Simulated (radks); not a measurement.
Task: The mean radii <r> (bohr) of the occupied orbitals of an atom or ion are listed with their occupations. All-electron calculation, non-relativistic Kohn-Sham, LDA (Slater exchange, VWN5 correlation), spin-polarised, spherical densities, point nucleus. Program: a radial shooting solver on a logarithmic mesh with Libxc functionals.

| orbital | occ. | <r> |
|---|---|---|
| 1s up | 1 | 0.09758 |
| 1s down | 1 | 0.09756 |
| 2s up | 1 | 0.4832 |
| 2s down | 1 | 0.4826 |
| 2p up | 3 | 0.4441 |
| 2p down | 3 | 0.4434 |
| 3s up | 1 | 1.634 |
| 3s down | 1 | 1.656 |
| 3p up | 3 | 1.872 |

Name the element and its charge. Open shells, if any, are filled with parallel spins first.

Result: Z = 16, sulfur, charge +1: S+ in [Ne] 3s2 3p3. The 1s radius gives Z: for a bare nucleus <r> = 1.5/Z, 0.09375 bohr for Z = 16, and screening makes it slightly larger (0.09758 here). The occupations add up to 15, and the charge is Z minus that.
